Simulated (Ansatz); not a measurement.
ZrTe₂⁻. Charge -1, multiplicity 4. Geometry r2SCAN-D4/def2-TZVPD; atoms count from 1.

```xyz
3

Zr   -0.6113    0.9041    0.0151
Te    1.0201   -0.0019    1.9633
Te   -0.4088   -0.9022   -1.9784
```

In the def2 sets Te, Zr take a core potential; there is no spin–orbit coupling. At PBE0-D4/def2-TZVPD a doublet of charge -1 lies 1.32 eV below the quartet, each at its own geometry. The structure comes from a short search, and lower isomers may exist.

Q: Estimate the Mulliken populations from the PBE0/def2-TZVPD orbitals of Ansatz.

A: 
| atom | charge (e) | spin (α − β) | d electrons |
| --- | --- | --- | --- |
| Zr1 | -0.04 | 2.05 | 2.55 |
| Te2 | -0.48 | 0.48 | – |
| Te3 | -0.48 | 0.48 | – |
Mulliken values depend strongly on the basis. With diffuse functions, as here, like atoms can get unlike values, and bond orders can come out too low or too high.

Q: Where does the spin sit?

A: Summed by element: Zr 2.05, Te 0.95, of 3 unpaired in all. Largest on single atoms: Zr1 2.05, Te2 0.48, Te3 0.48.

Q: And the Mayer bond orders between heavy atoms (over 0.3)?

A: Zr1–Te2 1.58 (2.70 Å); Zr1–Te3 1.58 (2.70 Å).
